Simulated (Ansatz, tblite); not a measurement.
Isomers of Au$_{2}$S$_{2}$⁻ (doublet), found by a short tight-binding search and relaxed with PBE-D4/def2-SVPD in Ansatz.

In the def2 sets Au takes a core potential; there is no spin–orbit coupling. The xTB rows come from tblite. Correlated methods freeze 10 core orbitals; core or outer-core shells of Au are correlated, in sets that lack core-valence functions.

Other spin states were run for one of them alone.

A:

```
atom   x (Å)   y (Å)   z (Å)
 Au1   0.689  -1.120   0.557
 Au2  -0.689   1.120  -0.557
  S3  -0.980   0.235   1.685
  S4   0.981  -0.235  -1.685
```

B:

```
atom   x (Å)   y (Å)   z (Å)
 Au1  -2.042  -1.703  -0.548
 Au2   0.649   0.583   0.147
  S3   1.593   2.557  -0.390
  S4  -0.200  -1.436   0.791
```

Estimate which lies lowest at each level, and how far above it the others are (eV).


| level | A | B |
| --- | --- | --- |
| GFN1-xTB | 0.00 | 0.39 |
| GFN2-xTB | 0.00 | 0.18 |
| HF/def2-SVPD | 1.02 | 0.00 |
| HF/def2-TZVPD | 1.11 | 0.00 |
| LDA (SPW92)/def2-TZVPD | 0.45 | 0.00 |
| PBE-D4/def2-TZVPD | 0.55 | 0.00 |
| r2SCAN-D4/def2-TZVPD | 0.59 | 0.00 |
| PBE0-D4/def2-TZVPD | 0.51 | 0.00 |
| MP2/def2-SVPD | 0.45 | 0.00 |
| CCSD/def2-SVPD | 0.62 | 0.00 |
| CCSD(T)/def2-SVPD | 0.44 | 0.00 |
Point groups (tolerance 0.1 Å): A D2h, B Cs. Lower isomers may exist.
